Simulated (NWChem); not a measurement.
System: HfF3, doublet; SMILES [F][Hf]([F])[F]

Here is an NWChem input.

```
start job
memory heap 200 mb stack 900 mb global 1100 mb
geometry units angstroms noautoz
  Hf     0.000000     0.000000    -0.154835
  F      0.497037     1.842480    -0.155404
  F      1.347116    -1.351687    -0.155404
  F     -1.844153    -0.490793    -0.155404
end
basis spherical
  * library def2-svp
end
ecp
  Hf library def2-ecp
end
dft
  odft
  mult 2
  xc xpbe96 cpbe96
  iterations 150
  mulliken
end
task dft energy
```

Parts of the log:

```
             Northwest Computational Chemistry Package (NWChem) 7.3.0
             --------------------------------------------------------

 C3H symmetry detected

                             Geometry "geometry" -> ""
                             -------------------------

 Output coordinates in angstroms (scale by  1.889725989 to convert to a.u.)

  No.       Tag          Charge          X              Y              Z
 ---- ---------------- ---------- -------------- -------------- --------------
    1 Hf                  72.0000     0.00000000     0.00000000     0.00000000
    2 F                    9.0000     1.53919365     1.12812298     0.00000000
    3 F                    9.0000     0.20738634    -1.89704229     0.00000000
    4 F                    9.0000    -1.74657998     0.76891931     0.00000000

 Effective nuclear repulsion energy (a.u.)     577.9680303234

      Symmetry information
      --------------------

 Group name             C3h
 Group number             22
 Group order               6
 No. of unique centers     2

 Summary of "ao basis" -> "ao basis" (spherical)
 ------------------------------------------------------------------------------
       Tag                 Description            Shells   Functions and Types
 ---------------- ------------------------------  ------  ---------------------
 Hf                         def2-svp                12       32   6s3p2d1f
 F                          def2-svp                 6       14   3s2p1d

      Symmetry analysis of basis
      --------------------------

        a'         20
        e'+        16
        e'-        16
        a"          8
        e"+         7
        e"-         7

  Rotation of axis

            General Information
            -------------------
          SCF calculation type: DFT
          Wavefunction type:  spin polarized.
          No. of atoms     :     4
          No. of electrons :    39
           Alpha electrons :    20
            Beta electrons :    19
          Charge           :     0
          Spin multiplicity:     2
          Use of symmetry is: on ; symmetry adaption is: on
          Maximum number of iterations: 150
          AO basis - number of functions:    74
                     number of shells:    30
          Convergence on energy requested:  1.00D-06
          Convergence on density requested:  1.00D-05
          Convergence on gradient requested:  5.00D-04

              XC Information
              --------------
          PerdewBurkeErnzerhof Exchange Functional  1.000
            Perdew 1991 LDA Correlation Functional  1.000 local
           PerdewBurkeErnz. Correlation Functional  1.000 non-local

             Grid Information
             ----------------
          Grid used for XC integration:  medium
          Radial quadrature: Mura-Knowles
          Angular quadrature: Lebedev.
          Tag              B.-S. Rad. Rad. Pts. Rad. Cut. Ang. Pts.
          ---              ---------- --------- --------- ---------
          Hf                  1.55      123           9.0       590
          F                   0.50       49           8.0       434
          Grid pruning is: on
          Number of quadrature shells:   172
          Spatial weights used:  Erf1

      Superposition of Atomic Density Guess
      -------------------------------------

 Sum of atomic energies:        -349.81577439

      Non-variational initial energy
      ------------------------------

 Total energy =    -344.911175
 1-e energy   =    -751.715364
 2-e energy   =     278.056498
 HOMO         =      -0.128020
 LUMO         =       0.050638

   Symmetry analysis of molecular orbitals - initial alpha
   -------------------------------------------------------

  Numbering of irreducible representations:

     1 a'          2 e'+         3 e'-         4 a"          5 e"+
     6 e"-

  Orbital symmetries:

     1 a'          2 e'+         3 e'+         4 a'          5 e'+
     6 e'+         7 a'          8 a"          9 e'+        10 e'+
    11 a'         12 e'+        13 e'+        14 e"+        15 e"+
    16 a'         17 a"         18 e'+        19 e'+        20 a'
    21 a"         22 e'+        23 e'+        24 e"+        25 e"+
    26 a'         27 e'+        28 e'+        29 a'         30 e"+

   Symmetry analysis of molecular orbitals - initial beta
   ------------------------------------------------------

  Numbering of irreducible representations:

     1 a'          2 e'+         3 e'-         4 a"          5 e"+
     6 e"-

  Orbital symmetries:

     1 a'          2 e'+         3 e'+         4 a'          5 e'+
     6 e'+         7 a'          8 a"          9 e'+        10 e'+
    11 a'         12 e'+        13 e'+        14 e"+        15 e"+
    16 a'         17 a"         18 e'+        19 e'+        20 a'
    21 a"         22 e'+        23 e'+        24 e"+        25 e"+
    26 a'         27 e'+        28 e'+        29 a'         30 e"+

     ---------------------------------------------
      Total Density - Mulliken Population Analysis
     ---------------------------------------------

    Atom       Charge   Shell Charges
 -----------   ------   -------------------------------------------------------
    1 Hf  12     9.91   0.03 -0.30  1.74  0.52  0.38  0.63  5.49  0.57  0.04  0.55  0.14  0.10
    2 F    9     9.70   1.99  1.16  0.79  3.59  2.16  0.00
    3 F    9     9.70   1.99  1.16  0.79  3.59  2.16  0.00
    4 F    9     9.70   1.99  1.16  0.79  3.59  2.16  0.00

     --------------------------------------------
      Spin Density - Mulliken Population Analysis
     --------------------------------------------

    Atom       Charge   Shell Charges
 -----------   ------   -------------------------------------------------------
    1 Hf  12     0.99   0.00 -0.01  0.02 -0.03  0.23  0.62 -0.00  0.00 -0.00  0.11  0.04  0.01
    2 F    9     0.00   0.00  0.01 -0.01  0.00 -0.00  0.00
    3 F    9     0.00   0.00  0.01 -0.01  0.00 -0.00  0.00
    4 F    9     0.00   0.00  0.01 -0.01  0.00 -0.00  0.00

[...]
```

Level: PBE/def2-SVP with def2 effective core potentials on Hf, spin-unrestricted. In the optimisation the excess spin sits in a (C3, its own frame). Structure relaxed at the PBE0/def2-SVP, spin-unrestricted level. The spin multiplicity was typed, not searched, and may not be the lowest. No stability test was run on the SCF state. def2 effective core potentials on Hf; no spin-orbit coupling.
